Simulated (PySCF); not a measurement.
## I⁺: ionisation energy

I⁺ [Kr] 4d10 5s2 5p4 (3P) → I²⁺ [Kr] 4d10 5s2 5p3 (4S), as a difference of total energies. Computed with PySCF 2.14 in ANO-RCC-VTZP, with the spin-free X2C one-electron Hamiltonian (Gaussian nucleus). Correlated levels: valence and next inner shell: [Ar] 3d10 frozen. The calculations carry no spin-orbit coupling.

```
                                method  ionisation energy (eV)  plus first-order spin-orbit estimate  error of that sum (eV)
                                   UHF                  17.718                                18.052                  -1.079
    MP2 (valence and next inner shell)                  18.518                                18.852                  -0.279
SCS-MP2 (valence and next inner shell)                  18.534                                18.868                  -0.263
   CCSD (valence and next inner shell)                  18.607                                18.941                  -0.190
CCSD(T) (valence and next inner shell)                  18.646                                18.979                  -0.152
```

Reference: 19.131 eV (measured; NIST Atomic Spectra Database, ionization energies).

A first-order spin-orbit estimate (lowest level to lowest level, LS coupling) adds 0.334 eV.

Errors of the correlated levels include the incompleteness of this basis and the frozen core.
